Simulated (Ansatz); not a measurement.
System: CdI2, net charge 0, singlet state. 
Structure (B3LYP-D3(BJ)/def2-TZVP (Ansatz, a program for electronic structure) minimum search):
SMILES: [I][Cd][I]
```xyz
3

Cd     0.0000     0.0000     0.0000
I      0.0000     0.0000    -2.6122
I      0.0000     0.0000     2.6122
```
Charge 0, spin multiplicity 1.

Total electronic energies in hartree. Valence correlation only, unless marked. No spin-orbit coupling. The frozen core is the preceding noble-gas configuration, with the filled d and f shells of earlier blocks. Past Kr the def2 sets carry scalar-relativistic core potentials. STO-3G rows are all-electron and non-relativistic. Basis-set limits of correlation are two-point, X^-3; Hartree-Fock from the larger set. [CCSD(T)-MP2]/basis is that difference in the basis named.

```json
[
 {"level": "HF/def2-SVPD", "program": "Ansatz", "energy (Eh)": "-760.26939"},
 {"level": "SVWN5/def2-TZVPD", "program": "Ansatz", "energy (Eh)": "?"},
 {"level": "revPBE-D4/def2-TZVPD", "program": "Ansatz + dftd4", "energy (Eh)": "?"},
 {"level": "PBE0-D3(BJ)/def2-TZVPD", "program": "Ansatz + dftd3", "energy (Eh)": "?"},
 {"level": "LC-wPBE-D3(BJ)/def2-TZVPD", "program": "Ansatz + dftd3", "energy (Eh)": "-763.39332"},
 {"level": "wB97X/def2-TZVPD", "program": "Ansatz", "energy (Eh)": "-763.41885"},
 {"level": "RI-MP2/CBS(def2-TZVPPD,def2-QZVPPD)", "program": "Ansatz", "energy (Eh)": "-761.1702"},
 {"level": "SCS-MP2/STO-3G", "program": "Ansatz", "energy (Eh)": "-19113.19335"},
 {"level": "RI-MP2/CBS(def2-TZVPPD,def2-QZVPPD)+[CCSD(T)-MP2]/def2-TZVPPD", "program": "Ansatz", "energy (Eh)": "-761.1923"}
]
```

Q: Complete the blanks.

A: 
- SVWN5/def2-TZVPD, energy (Eh): -762.20082
- revPBE-D4/def2-TZVPD, energy (Eh): -763.43567
- PBE0-D3(BJ)/def2-TZVPD, energy (Eh): -763.32473
